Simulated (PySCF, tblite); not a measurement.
Isomers of C6H7N2O (doublet state). Calculated harmonic vibrations of the isolated species, GFN2-xTB (tblite), most abundant isotopes, no scaling. The method is semi-empirical: single wavenumbers can be off by several per cent or more. One conformer each. Open shells enter through the occupations alone, without spin polarisation, and single modes of such species can be off by tens of per cent.

Electronic energies: B3LYP/pcH-1 single points on the GFN2-xTB geometries (PySCF, gas phase).

```
                       SMILES  electronic energy, lowest = 0 (kcal/mol)
     C=NC1=C[C@@H]([CH]N)C1=O                                      12.1
     C=NC1=C[C@@H](C[NH])C1=O                                      24.7
[CH2]N[C@@H]1C=C[C@@H](C#N)O1                                       0.0
```

Question: How do GFN2-xTB zero-point energies change the relative energies?

Answer: 
| SMILES | ZPE (kcal/mol) | of it from modes above 1550 cm⁻¹ | electronic (kcal/mol) | with ZPE, lowest = 0 (kcal/mol) | lowest mode (cm⁻¹) | rings |
| --- | --- | --- | --- | --- | --- | --- |
| [CH2]N[C@@H]1C=C[C@@H](C#N)O1 | 73.5 | 36.9 | 0.0 | 0.0 | 44 | 1 |
| C=NC1=C[C@@H]([CH]N)C1=O | 72.8 | 36.6 | 12.1 | 11.5 | 51 | 1 |
| C=NC1=C[C@@H](C[NH])C1=O | 72.4 | 37.5 | 24.7 | 23.7 | 39 | 1 |

The zero-point energies span 1.1 kcal/mol, from `C=NC1=C[C@@H](C[NH])C1=O` to `[CH2]N[C@@H]1C=C[C@@H](C#N)O1`. The order is unchanged.

Question: And how do the electronic energies of GFN2-xTB itself compare?

Answer: `[CH2]N[C@@H]1C=C[C@@H](C#N)O1` 0.0; `C=NC1=C[C@@H]([CH]N)C1=O` 7.0; `C=NC1=C[C@@H](C[NH])C1=O` 23.8 kcal/mol, lowest = 0. Against the energies above, taken from the same isomer `[CH2]N[C@@H]1C=C[C@@H](C#N)O1`, the largest difference is 5.1 kcal/mol.

Question: What do entropy and thermal enthalpy add at 298.15 K and 1 bar (rigid rotor, harmonic oscillator, one conformer each)?

Answer: 
```csv
SMILES,point group,symmetry number,S (cal/(mol K)),H − H(0) (kcal/mol),ZPE + H − H(0) − TS (kcal/mol)
[CH2]N[C@@H]1C=C[C@@H](C#N)O1,C1,1,96.0,6.42,51.3
C=NC1=C[C@@H]([CH]N)C1=O,C1,1,98.2,6.67,50.2
C=NC1=C[C@@H](C[NH])C1=O,C1,1,99.5,6.67,49.5
```

S holds R ln(2S + 1) for the spin.
